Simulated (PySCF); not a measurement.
Vertical excitations of a molecule C2H6BFO2 from TDA-PBE0/def2-SVPD (PySCF 2.14.0), as energy in eV (oscillator strength): 7.67 (0.000), 8.48 (0.020), 8.63 (0.000), 8.73 (0.019), 8.79 (0.001), 8.87 (0.000), 8.99 (0.165), 9.45 (0.008), 9.47 (0.003), 9.53 (0.022). Lowest triplet (TDA): 7.53 eV. The structure is a stationary point at ωB97X-D3(BJ)/def2-SVP. Other conformers were not sampled.

Question: Which structure fits?
(A) COB(O)CF
(B) C[C@@H](F)B(O)O
(C) COB(F)CO
(D) COB(F)OC

Answer: D, COB(F)OC
